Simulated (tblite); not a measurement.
Compound: C5H7ClOSi2.
Atom-mapped SMILES: `[CH:1]#[C:2][Si@@H:3]1[CH:4]=[C:5]([CH2:6][Cl:7])[SiH2:8][O:9]1` (hydrogens: H10 on C1; H11 on Si3; H12 on C4; H13, H14 on C6; H15, H16 on Si8)

Geometry (GFN2-xTB, Å), atoms numbered from 1 in this order:
```xyz
16
C5H7ClOSi2 angstrom
C     -3.1888    0.3137   -2.2974
C     -2.5323    0.4885   -1.3057
Si    -1.5139    0.7854    0.2101
C      0.3117    0.9895   -0.2252
C      1.0794   -0.0013    0.2373
C      2.5463   -0.0802    0.0042
Cl     3.4050   -0.1924    1.5718
Si     0.1139   -1.3010    1.2306
O     -1.3641   -0.6188    1.0578
H     -3.7637    0.1518   -3.1643
H     -2.0907    1.7714    1.1153
H      0.7211    1.8069   -0.8041
H      2.8109   -0.9849   -0.5461
H      2.9392    0.7980   -0.5117
H      0.4199   -1.3184    2.6531
H      0.0985   -2.5991    0.5654
```

Computed with GFN2-xTB (tblite): harmonic, unscaled wavenumbers at the GFN2-xTB geometry, gas phase. The method is semi-empirical: single wavenumbers can be off by several per cent or more. Modes of hydrogen on silicon can be 10 to 20 % off. One conformer, not necessarily the lowest.

Harmonic wavenumbers (cm⁻¹): 26.7, 54.4, 72.1, 111.7, 156.5, 205.0, 257.4, 285.4, 305.5, 347.2, 380.1, 460.8, 545.3, 561.6, 573.8, 603.9, 622.1, 635.3, 679.0, 683.8, 700.0, 715.4, 757.2, 795.2, 801.2, 831.4, 912.3, 921.8, 1108.3, 1117.6, 1213.9, 1254.8, 1429.6, 1610.2, 2210.7, 2293.0, 2297.0, 2331.7, 2956.1, 2959.8, 3037.4, 3351.1.

A = 2453, B = 506.4, C = 461.7 MHz; mass 173.972 u (most abundant isotopes); point group C1, symmetry number 1.

Q: Zero-point energy?

A: ½Σν̃ = 21587 cm⁻¹ = 61.72 kcal/mol.

Q: What is S at 273.15 K and 1 bar for an ideal gas of classical rigid rotors and harmonic oscillators?

A: Translation 40.96, rotation 30.44, vibration 32.67: S = 104.1 cal/(mol K).

Q: And Cp and H(273.15 K) − H(0)?

A: Cp = 40.86 cal/(mol K), of which vibrations give 32.91 (their classical limit is 42 R = 83.5); H(273.15 K) − H(0) = 6.74 kcal/mol without the zero-point energy, 4.57 from vibrations.

Q: Which modes carry the vibrational entropy at 273.15 K?

A: 26.7 cm⁻¹: 5.89; 54.4 cm⁻¹: 4.48; 72.1 cm⁻¹: 3.92; 111.7 cm⁻¹: 3.07; 156.5 cm⁻¹: 2.43; 205.0 cm⁻¹: 1.93 cal/(mol K); the other 36 give 10.96 together.

Q: What must be added to the electronic energy to get the Gibbs energy at 273.15 K and 1 bar?

A: ZPE + [H(273.15 K) − H(0)] − T·S = 61.72 + 6.74 − 28.43 = 40.03 kcal/mol.

Q: Blend soft modes into free rotors: weight 1/[1 + (100 cm⁻¹/ν̃)⁴] for the oscillator and the rest for a rotor with moment μB/(μ + B), μ = h/(8π²ν), B = 10⁻⁴⁴ kg m². What vibrational entropy results?

A: 29.07 cal/(mol K) in place of 32.67, which changes −T·S at 273.15 K by +0.99 kcal/mol.

Hindered rotation and anharmonicity are outside this model. Other conformers, if any are populated, would add a mixing term that is left out. The structure is chiral; the term R ln 2 for an equal mix with its mirror image is left out.
